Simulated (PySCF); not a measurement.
# LiBr: energy against distance

Set-up: Li cc-pVDZ, Br cc-pVDZ-PP with ECP10; scalar-relativistic core potentials (PySCF 2.14). Energies in eV from Li + Br in their ground configurations at the same level. State: ¹Σ⁺ (singlet), closed shell.

All columns are r²SCANh. A positive dipole means Li(−)Br(+).

```
R (Å)  E (eV)  μ (D)  Mulliken charge on Li (basis-dependent)  HOMO (eV)  LUMO (eV)  Mayer bond order  ⟨S²⟩
1.905  -3.768  -6.02                                     0.25      -6.65      -0.96              1.30  0.00
1.994  -4.047  -6.36                                     0.29      -6.50      -0.98              1.25  0.00
2.082  -4.203  -6.70                                     0.32      -6.36      -1.02              1.19  0.00
2.148  -4.261  -6.96                                     0.34      -6.25      -1.05              1.16  0.00
2.215  -4.278  -7.22                                     0.36      -6.15      -1.09              1.12  0.00
2.281  -4.264  -7.49                                     0.38      -6.05      -1.13              1.08  0.00
2.370  -4.208  -7.86                                     0.41      -5.92      -1.19              1.03  0.00
2.481  -4.094  -8.33                                     0.45      -5.77      -1.27              0.97  0.00
2.614  -3.917  -8.90                                     0.49      -5.59      -1.37              0.90  0.00
2.791  -3.642  -9.69                                     0.53      -5.37      -1.53              0.83  0.00
```

A fit through these points gives, at Re = 2.216 Å, μ = -7.23 D and dμ/dR = -4.02 D/Å; the reduced mass is 6.443 u.

Q: How strong is the fundamental in the double-harmonic approximation, I = 42.26·(dμ/dR)²/μred km/mol?

A: I = 42.26·(-4.02)²/6.443 = 106 km/mol at r²SCANh.
